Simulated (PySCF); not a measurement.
Compound: C4H3BF2O.
Atom-mapped SMILES: `[F:1][B:2]([F:3])/[CH:4]=[C:5]1\[CH:6]=[CH:7][O:8]1` (hydrogens: H9 on C4; H10 on C6; H11 on C7)

Theory: PBE0-D3(BJ)/def2-SVP geometry optimisation, gas phase in PySCF.

List the bond lengths, angles and torsions at this level.

| bond | length (Å) | order |
| --- | --- | --- |
| F1–B2, B2–F3 | 1.323 | single |
| B2–C4 | 1.537 | single |
| C4=C5 | 1.337 | double |
| C5–C6 | 1.468 | single |
| C6=C7 | 1.347 | double |
| C7–O8 | 1.395 | single |
| C5–O8 | 1.404 | single |
| C4–H9 | 1.093 | single |
| C6–H10 | 1.084 | single |
| C7–H11 | 1.090 | single |

Bonds in one row agree within 0.01 Å and their mean is given. Orders are formal, as drawn. A selection of angles:
| angle | degrees |
| --- | --- |
| F1–B2–F3 | 116.8 |
| F1–B2–C4 | 121.8 |
| B2–C4–C5 | 120.4 |
| B2–C4–H9 | 122.0 |
| C5–C4–H9 | 117.5 |
| C4–C5–C6 | 141.4 |
| C4–C5–O8 | 126.6 |
| C6–C5–O8 | 91.9 |
| C5–C6–C7 | 84.8 |
| C5–C6–H10 | 136.4 |
| C7–C6–H10 | 138.8 |
| C6–C7–O8 | 97.8 |
| C6–C7–H11 | 141.2 |
| O8–C7–H11 | 121.0 |
| C5–O8–C7 | 85.5 |

Dihedral angles: F1–B2–C4–C5 0° (synperiplanar); B2–C4–C5–C6 0° (synperiplanar); C4–C5–C6–C7 -179° (antiperiplanar); C5–C6–C7–O8 0° (synperiplanar); C6–C7–O8–C5 0° (synperiplanar); C4–C5–O8–C7 179° (antiperiplanar).

B2 (three-coordinate boron) is planar (angles 121.8°, 121.5° and 116.8°, sum 360.0°, 0.00 Å off the plane of its three neighbours). Of the pairs four or more bonds apart, F1···C6 is among the closest relative to their van der Waals radii: 3.08 Å, 97 % of the sum of Bondi's values. The 3 C–C bonds span 1.337 Å (C4=C5, drawn double) to 1.468 Å (C5–C6, drawn single), a spread of 0.131 Å. The 4-membered ring C5–C6–C7–O8 has internal angles of 84.8° to 97.8°; it is planar, 0.00 Å rms from its mean plane, widest ring torsion 0°. The 8 heavy atoms lie in one plane (0.004 Å rms). O8 (cyclic ether oxygen) is bent (angle 85.5°).

Point group: Cs (tolerance 0.08 Å). Not checked by PBE0-D3(BJ)/def2-SVP frequencies.

Hardware: one thread, Arm Neoverse V2 (aarch64), on a shared host. Cost: 2.2 min of wall time, 0.52 GiB resident at most. That covers the optimisation of the geometry.
